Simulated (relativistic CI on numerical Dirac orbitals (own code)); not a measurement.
## Calculated levels, Sn20+

These numbers are calculated, not measured: Dirac-Coulomb-Breit CI, separate exchange-only KLI orbitals for each configuration, model QED, unscaled Slater integrals (own radial code, finite nucleus).

CI space (outside the closed core [Ar]): 3d10 4s2, 3d10 4s 4p, 3d10 4p2, 3d10 4s 4d, 3d10 4d2, 3d10 4s 4f, 3d10 4p 4d, 3d10 4f2, 3d10 4p 4f, 3d10 4d 4f, 3d10 4s 5s, 3d10 4s 5p, 3d10 4s 5d, 3d10 4s 5f, 3d10 4s 5g, 3d10 4s 6s, 3d10 4s 6p, 3d10 4s 6d, 3d10 4s 6f, 3d10 4s 7s, 3d9 4s2 4p, 3d9 4s2 4d, 3d9 4s2 4f, 3d9 4s2 5s, 3d9 4s2 5p, 3d9 4s2 5d. Double excitations out of closed p, d and f shells are left out; levels of such configurations are missing from the list, as are those of other unlisted configurations, and high levels can miss mixing partners. These lack a partner that the ground configuration has and come out too high: 3d9 4s2 4p, 3d9 4s2 4d, 3d9 4s2 4f, 3d9 4s2 5s, 3d9 4s2 5p.

| No. | Configuration | Term | J | E (eV) | % | Landé g |
| --- | --- | --- | --- | --- | --- | --- |
| 1 | 3d10 4s2 | 1S | 0 | 0.000 | 99 |  |
| 2 | 3d10 4s 4p | 3P° | 0 | 38.433 | 100 |  |
| 3 | 3d10 4s 4p | 3P° | 1 | 40.696 | 92 | 1.461 |
| 4 | 3d10 4s 4p | 3P° | 2 | 49.786 | 100 | 1.499 |
| 5 | 3d10 4s 4p | 1P° | 1 | 60.796 | 91 | 1.037 |
| 6 | 3d10 4p2 | 3P | 0 | 89.849 | 82 |  |
| 7 | 3d10 4p2 | 3P | 1 | 98.465 | 100 | 1.500 |
| 8 | 3d10 4p2 | 1D | 2 | 98.894 | 60 | 1.169 |
| 9 | 3d10 4p2 | 3P | 2 | 109.562 | 65 | 1.327 |
| 10 | 3d10 4p2 | 1S | 0 | 117.500 | 81 |  |
| 11 | 3d10 4s 4d | 3D | 1 | 126.769 | 100 | 0.498 |
| 12 | 3d10 4s 4d | 3D | 2 | 127.515 | 99 | 1.164 |
| 13 | 3d10 4s 4d | 3D | 3 | 128.875 | 100 | 1.333 |
| 14 | 3d10 4s 4d | 1D | 2 | 137.425 | 87 | 1.002 |
| 15 | 3d10 4p 4d | 3F° | 2 | 167.388 | 81 | 0.730 |
| 16 | 3d10 4p 4d | 3F° | 3 | 172.320 | 85 | 1.098 |
| 17 | 3d10 4p 4d | 3P° | 2 | 174.387 | 39 | 1.204 |
| 18 | 3d10 4p 4d | 3D° | 1 | 176.228 | 63 | 0.807 |
| 19 | 3d10 4p 4d | 3F° | 4 | 180.250 | 98 | 1.249 |
| 20 | 3d10 4p 4d | 1D° | 2 | 182.126 | 43 | 1.081 |
| 21 | 3d10 4p 4d | 3P° | 0 | 184.693 | 100 |  |
| 22 | 3d10 4p 4d | 3D° | 3 | 184.899 | 67 | 1.233 |
| 23 | 3d10 4p 4d | 3P° | 1 | 185.148 | 70 | 1.207 |
| 24 | 3d10 4p 4d | 3P° | 2 | 186.155 | 47 | 1.314 |
| 25 | 3d10 4p 4d | 1F° | 3 | 190.170 | 60 | 1.082 |
| 26 | 3d10 4p 4d | 1P° | 1 | 194.652 | 85 | 0.982 |
| 27 | 3d10 4s 4f | 3F° | 2 | 208.293 | 99 | 0.665 |
| 28 | 3d10 4s 4f | 3F° | 3 | 208.431 | 99 | 1.082 |
| 29 | 3d10 4s 4f | 3F° | 4 | 208.626 | 98 | 1.249 |
| 30 | 3d10 4s 4f | 1F° | 3 | 216.043 | 82 | 1.000 |
| 31 | 3d10 4p 4f | 1G | 4 | 250.027 | 29 | 1.075 |
| 32 | 3d10 4p 4f | 3F | 2 | 250.777 | 46 | 0.756 |
| 33 | 3d10 4p 4f | 3G | 3 | 250.837 | 58 | 0.885 |
| 34 | 3d10 4p 4f | 1F | 3 | 251.952 | 34 | 1.088 |
| 35 | 3d10 4d2 | 1G | 4 | 256.452 | 30 | 1.132 |
| 36 | 3d10 4d2 | 3F | 3 | 257.917 | 56 | 1.062 |
| 37 | 3d10 4d2 | 1D | 2 | 257.992 | 38 | 0.906 |
| 38 | 3d10 4p 4f | 3G | 4 | 258.897 | 56 | 1.114 |
| 39 | 3d10 4d2 | 3F | 2 | 259.919 | 27 | 0.896 |
| 40 | 3d10 4d2 | 3P | 0 | 260.562 | 95 |  |
| 41 | 3d10 4s 5s | 3S | 1 | 261.058 | 100 | 1.999 |
| 42 | 3d10 4d2 | 3P | 1 | 261.459 | 99 | 1.501 |
| 43 | 3d10 4d2 | 3P | 2 | 262.616 | 89 | 1.439 |
| 44 | 3d10 4p 4f | 3G | 5 | 262.998 | 100 | 1.199 |
| 45 | 3d10 4p 4f | 1F | 3 | 263.040 | 46 | 1.050 |

Energies count from the lowest computed level; ° marks odd parity.

The mean weight of the leading LS term, summed over parents, in these 45 levels is 75 %, and that of the leading jj configuration (from the same eigenvectors) 79 %.

At this charge energies of transitions that change n are usually good to better than 1 %, and those within a shell (Δn = 0) to a few per cent.

LS names give the leading component of a level, which can be under half, so a name can repeat, a term be missing and a line seem to break the LS rules.
